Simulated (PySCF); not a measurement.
**Pr: electron affinity**

Pr⁻ [Xe] 4f3 6s2 6p1 [4f5/2^3 6p1/2^1, M_J = 5] → Pr [Xe] 4f3 6s2 [4f5/2^3, M_J = 9/2], as a difference of total energies. Computed with PySCF 2.14 in x2c-TZVPall-2c with one added diffuse shell each of s, p, d, f type (12s12p11d5f1g, 147 functions), with the two-component X2C-1e Hamiltonian. Correlated levels: [Ar] 3d10 frozen; the 18 highest virtual spinors dropped. "Screened" scales the spin-orbit matrix elements by Boettger's factors to mimic the two-electron term; Breit and QED terms are absent.

```json
{"method": "GHF (spin-free)", "electron affinity (eV)": "-0.275"}
{"method": "GMP2 (spin-free)", "electron affinity (eV)": "-0.249"}
{"method": "GHF (screened spin-orbit)", "electron affinity (eV)": "-0.045"}
{"method": "GMP2 (screened spin-orbit)", "electron affinity (eV)": "-0.253"}
```

The configuration of this anion was assumed by filling the next shell in order. It is not the known or likely ground configuration (Ca⁻, Sr⁻ and Ba⁻, for instance, bind a p electron), so these values are not the electron affinity of the element.

The labels give the starting determinants; with spin-orbit coupling the two ends relaxed to ⟨J²⟩ = 32.64, ⟨L²⟩ = 50.69, ⟨S²⟩ = 4.79 and ⟨J²⟩ = 26.92, ⟨L²⟩ = 41.80, ⟨S²⟩ = 3.74.

A negative affinity means that the anion lies above the atom at that level of theory.

The determinant of Pr⁻ and of Pr mixes levels of different J (the jj label is only the starting occupation), so the difference between spin-free and spin-orbit rows is not the physical spin-orbit shift.
